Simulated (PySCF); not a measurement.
# C3H8O3S: calculation and literature

Structure with atom numbers: `[CH3:1][CH:2]([CH3:3])[S:4](=[O:5])(=[O:6])[OH:7]` (H(Xn): hydrogen on atom n).

What is known from experiment: δ ¹³C C2 52.9; C1/C3 16.8 ppm (measured; solution, not stated per compound (mostly CDCl3 or CCl4); Pretsch, Buehlmann, Badertscher, Structure Determination of Organic Compounds, 4th ed. (2009)).

- shieldings: GIAO B97-2/pcSseg-2
- PBE0-D3(BJ)/def2-TZVP structure
- run in PySCF 2.14
- in vacuum, non-relativistic Hamiltonian, averaged over atoms made equivalent by symmetry, fast rotation or ring inversion, one computed conformer

Question: What does the calculation give, and how does it compare?

Answer: 
Reference values: measured (solution, not stated per compound (mostly CDCl3 or CCl4); Pretsch, Buehlmann, Badertscher, Structure Determination of Organic Compounds, 4th ed. (2009)).
| atoms | quantity | reference | computed | computed, scaled |
| --- | --- | --- | --- | --- |
| C2 | δ ¹³C | 52.9 | 59.5 | 55.3 |
| C1/C3 | δ ¹³C | 16.8 | 18.5 | 15.8 |

Computed shifts are σ(ref) − σ with the named reference compound (TMS for H and C) calculated as an isolated molecule at the same level. The measured values may be among those fitted. Shieldings were converted by linear fits to measured shifts (mostly CDCl3, TMS scale, for H and C): ¹³C (scatter 2.0 ppm rms, 2.1 ppm with the 1 outlier that the fit left out). Occasional misses reach two or three times the rms, and more in compound classes unlike the fitted ones.

Question: How far are the unscaled ¹³C shifts from the references?

Answer: Mean signed difference +4.15 ppm, mean absolute 4.15 ppm over 2 comparisons; the largest is +6.6 ppm at C2 (sp3 CH bonded to S).
